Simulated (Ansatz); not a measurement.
System: AlH₃Se, charge 0, singlet. AlH3Se (SMILES [SeH][AlH2]).
B3LYP-D3(BJ)/def2-TZVP minimum from Ansatz (a quantum-chemistry and plane-wave program):
```xyz
5

Al     0.3606     0.0278    -1.5580
H     -0.7087    -0.5588    -2.5519
H      1.7458     0.6326    -1.9966
Se    -0.1998    -0.0303     0.6970
H      1.0679     0.5960     1.1059
```
Charge 0, spin multiplicity 1.

Wanted: atomisation energy (electronic, to ground-state atoms), in kcal/mol. Radicals and triplets start from unrestricted determinants; spin-orbit coupling is neglected. Correlated methods leave the cores frozen (noble-gas shells, and filled d and f shells in the p block). No relativity. CBS(X,Y): correlation extrapolated as X^-3, Hartree-Fock from the larger set. A bracket is a step between two methods taken in the basis named. Double hybrids freeze cores in their MP2 part. For partners of very few electrons the exact lower level stands in for a higher one.

CCSD(T)/CBS(def2-TZVPP,def2-QZVPP) + [CCSDT(Q) - CCSD(T)]/def2-TZVPP + [CCSDTQ - CCSDT(Q)]/def2-SVP (Ansatz) gives 295.5 kcal/mol.

Problem. How far off this value is PBE/def2-TZVPD (Ansatz), in which direction, and how far these levels: r2SCAN/def2-TZVPD, B3LYP/def2-TZVPD, B2PLYP/def2-TZVPD, CCSD(T)/CBS(def2-TZVPP,def2-QZVPP)?

Solution. PBE gives 288.3 kcal/mol, 7.2 kcal/mol below it. Differences of the others: r2SCAN/def2-TZVPD (Ansatz) 0.1; B3LYP/def2-TZVPD (Ansatz) -5.4; B2PLYP/def2-TZVPD (Ansatz) -8.2; CCSD(T)/CBS(def2-TZVPP,def2-QZVPP) (Ansatz) -0.1 kcal/mol.
